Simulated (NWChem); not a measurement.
Molecule: BAsH$_{4}$; SMILES B[AsH2]

Results from NWChem. Pople sets run with spherical d functions. Each level has its own optimisation; frequencies are unscaled.

```csv
level,r As–B (Å),r B–H (Å),r As–H (Å),highest harmonic frequency (cm⁻¹),lowest (cm⁻¹),zero-point energy (kcal/mol),dipole (D)
BLYP/def2-SVP,2.009,1.211,1.534,2624,375,21.6,0.44
Hartree-Fock/6-31G*,2.024,1.186,1.508,2827,345,23.8,0.86
B3LYP/6-31G*,2.007,1.193,1.525,2728,368,22.4,0.61
PBE0/def2-SVP,1.983,1.207,1.514,2703,397,22.4,0.57
```
